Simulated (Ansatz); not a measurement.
Molecule: sum formula H₃SiSO₃, net charge 0, doublet state. It need not be the lowest isomer of its formula. 
Coordinates optimised at B3LYP-D3(BJ)/def2-TZVP (Ansatz, a first-principles code):
```
Si
O 1 1.6316
H 2 0.9620 1 116.96
O 1 1.6336 2 106.04 3 -16.67
H 4 0.9604 1 118.61 2 177.04
O 1 1.6398 2 115.28 3 101.58
H 6 0.9613 1 117.80 2 62.83
S 1 2.1264 2 107.01 3 -141.38
```
Charge 0, spin multiplicity 2.

Property: atomisation energy (electronic, to ground-state atoms), in kcal/mol. Correlated levels leave the core frozen unless marked. UHF or UKS for open shells. Spin-orbit coupling is left out. No relativistic terms. The coupled-cluster limit lacks core correlation, which all-electron functionals hold. CBS(X,Y): correlation extrapolated as X^-3; Hartree-Fock from the larger set.

| level | program | atomisation energy (kcal/mol) |
|---|---|---|
| HF/6-31G | Ansatz | 366.9 |

Q: Estimate the value at CCSD(T)/CBS(cc-pV(T+d)Z,cc-pV(Q+d)Z) as computed with Ansatz.

A: 747.8 kcal/mol
